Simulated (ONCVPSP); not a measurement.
# Logarithmic derivatives: rubidium, ONCV

* Element: Rb (Z = 37)
* Generator: ONCVPSP 4.0.1
* Type: optimised norm-conserving Vanderbilt (ONCV)
* Functional: PBEsol
* Relativity: fully relativistic
* Frozen core: [Ar] 3d10
* Valence charge: 9
* Reference configuration: 4s2 4p6 5s1
* Partial waves: 4s+5s: rc 2.35 bohr, ncon 4, nbas 8, qcut 6.3 1/bohr, 2 projectors; 4p: rc 2.55 bohr, ncon 3, nbas 6, qcut 4.2 1/bohr, 2 projectors, debl 2.3 Ha; d scattering state at 0.32 Ha: rc 2.15 bohr, ncon 4, nbas 8, qcut 5 1/bohr, 2 projectors, debl 3.8 Ha
* Local potential: polynomial inside 1.65 bohr (lpopt 5, dvloc0 0 Ha)
* Core correction: Teter function, fcfact 3.75, rcfact 1.3

Open shells are filled in proportion to 2j + 1.

The phase is arctan(r·R′/R) of the radial function R(r), unwrapped; energies in Ha, scanned from -3 to 5 Ha. A pole is an energy at which the radial function vanishes at the test radius. The pseudo phase is shifted by a multiple of π to meet the all-electron one at the reference energy, and phase errors are pseudo minus all-electron; the curves can meet again beyond the range given. Levels narrower than the energy grid can be missing from the lists of poles.

```tsv
channel	radius (bohr)	reference energy (Ha)	poles, all-electron	poles, pseudo	unbroken range about the reference energy with phases within 0.05 rad	phase error 1 Ha above the reference energy (rad)
s	2.39	-0.08	-0.96, 3.19	-0.96, 3.11	below 4.1	-0.002
p3/2	2.59	-0.58	-0.33, 3.09	-0.33, 3.08	below 4.5	-0.001
p1/2	2.59	-0.61	-0.38, 3.02	-0.38, 3.01	below 4.6	-0.000
d5/2	2.19	0.32	1.36	1.36	the whole range	-0.000
d3/2	2.19	0.32	1.34	1.34	the whole range	-0.000
```

Phases in the d5/2 channel:

```
E (Ha)  all-electron  pseudo
 -2.98         1.336   1.335
 -2.54         1.310   1.310
 -2.10         1.275   1.274
 -1.66         1.222   1.222
 -1.22         1.135   1.134
 -0.78         0.958   0.957
 -0.34         0.463   0.463
  0.10        -0.679  -0.679
  0.54        -1.257  -1.257
  0.98        -1.467  -1.467
  1.42        -1.585  -1.586
  1.86        -1.685  -1.685
  2.30        -1.809  -1.809
  2.74        -2.058  -2.058
  3.18        -2.951  -2.951
  3.62        -4.104  -4.104
  4.06        -4.414  -4.414
  4.50        -4.535  -4.535
  4.94        -4.601  -4.601
```
